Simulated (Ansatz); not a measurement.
Mulliken charges of CH₇GaSi (`[SiH3][CH2][GaH2]`) from r2SCAN/def2-TZVPP in Ansatz (PBE0-D4/def2-TZVP geometry).

```tsv
atom	x (Å)	y (Å)	z (Å)	charge (e)
Si1	-1.173	0.318	-0.773	0.265
C2	0.154	-0.786	-0.059	-0.338
Ga3	1.435	0.190	1.071	0.250
H4	-2.135	-0.436	-1.623	-0.078
H5	-0.564	1.390	-1.608	-0.073
H6	-1.943	0.978	0.318	-0.073
H7	0.688	-1.258	-0.889	0.093
H8	-0.334	-1.566	0.534	0.093
H9	1.155	0.345	2.609	-0.068
H10	2.717	0.824	0.423	-0.068
```

Q: By hand: the dipole of these point charges (1 e Å = 4.8032 D).

A: Σ q r = (0.115, -0.084, 0.064) e Å, of length 0.156 e Å = 0.75 D.

Q: How does the dipole of the full density compare? (An estimate is asked.)

A: Computed: (0.048, -0.203, -0.010) e Å, 1.00 D; the point charges give 0.75 times that, at 48° from its direction.

Point charges leave out the atoms' own dipoles, such as those of lone pairs, and Mulliken's split depends on the basis, so the two needn't agree.
